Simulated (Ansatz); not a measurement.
Cost and result for the atomization energy of `C[SiH2]O[SiH2]F` (12 atoms, 11 bonds).

Z-matrix (Å, degrees):
```
C
Si 1 1.856
H 1 1.094 2 110.4
H 1 1.093 2 110.8 3 119.8
H 1 1.092 2 110.9 3 -119.9
O 2 1.648 1 110.3 3 179.9
H 2 1.485 1 111.3 3 61.4
H 2 1.489 1 110.6 3 -59.8
Si 6 1.614 2 146.7 1 78.8
F 9 1.597 6 109.5 2 -56.7
H 9 1.477 6 108.9 2 -174.1
H 9 1.480 6 110.8 2 60.9
```

Charge 0, multiplicity 1. All single points use the PBE0-D4/def2-TZVP geometry. It is one conformer, not always the lowest. Program: Ansatz. All runs use 4 threads of an Intel Xeon Platinum 8375C on a shared host. Times are those of one run each, without the atoms' runs, and a repeat can differ threefold. Electronic energies, without spin–orbit coupling; frozen cores. CCSD(T)/CBS adds CCSD(T) − MP2 in def2-TZVPP to the MP2 limit, and its time is that of the two runs behind it. T1 = 0.011. B3LYP takes the VWN-RPA correlation (the form of Gaussian; ORCA's B3LYP/G).

CCSD(T)/CBS is a level of theory with its own doubt, some kJ/mol a heavy atom from the limit and from the frozen cores, so smaller differences don't rank the functionals.

| level | functions | wall time |
| --- | --- | --- |
| PBE-D4/def2-TZVPP (with forces) | 275 | 3 s |
| PBE0-D4/def2-TZVPP | 275 | 3.6 s |
| r2SCAN-D4/def2-TZVPP (with forces) | 275 | 4.8 s |
| B3LYP-D4/def2-TZVPP (with forces) | 275 | 6.5 s |
| ωB97X-V/def2-TZVPP | 275 | 9 s |
| B2PLYP/def2-TZVPP | 275 | 11 s |
| ωB97M-V/def2-TZVPP (with forces) | 275 | 14 s |
| MP2/def2-QZVPP | 521 | 28 s |
| CCSD(T)/def2-TZVPP | 275 | 2.7 min |
| CCSD(T)/CBS(def2) | – | 3.1 min |

What atomization energy does each give, and how far from CCSD(T)/CBS? (An estimate is asked.)

Computed: 
```tsv
level	atomization (kJ/mol)	difference from CCSD(T)/CBS	per bond
PBE-D4/def2-TZVPP (with forces)	4449.5	-31.8	-2.9
PBE0-D4/def2-TZVPP	4405.2	-76.1	-6.9
r2SCAN-D4/def2-TZVPP (with forces)	4460.2	-21.1	-1.9
B3LYP-D4/def2-TZVPP (with forces)	4448.9	-32.4	-2.9
ωB97X-V/def2-TZVPP	4479.0	-2.3	-0.2
B2PLYP/def2-TZVPP	4415.8	-65.5	-6.0
ωB97M-V/def2-TZVPP (with forces)	4470.5	-10.8	-1.0
MP2/def2-QZVPP	4495.3	14.0	1.3
CCSD(T)/def2-TZVPP	4363.6	-117.7	-10.7
CCSD(T)/CBS(def2)	4481.3	0.0	0.0
```

The D4 term adds +38.6 kJ/mol with B3LYP and +20.5 kJ/mol with PBE0; it sums over pairs of atoms, weighted by their polarisabilities, and B3LYP, whose exchange is more repulsive, gets the larger term. In def2-TZVPP, CCSD(T) changes the Hartree–Fock value by +959.4 kJ/mol (the triples alone add +45.6 kJ/mol) and MP2 by +1019.2 kJ/mol; breaking electron pairs costs correlation energy, which Hartree–Fock lacks. From PBE to PBE0 (25 % exact exchange), in def2-TZVPP and without D4, the atomization energy moves by −40.7 kJ/mol: exact exchange takes away binding that semilocal exchange gives to molecules.
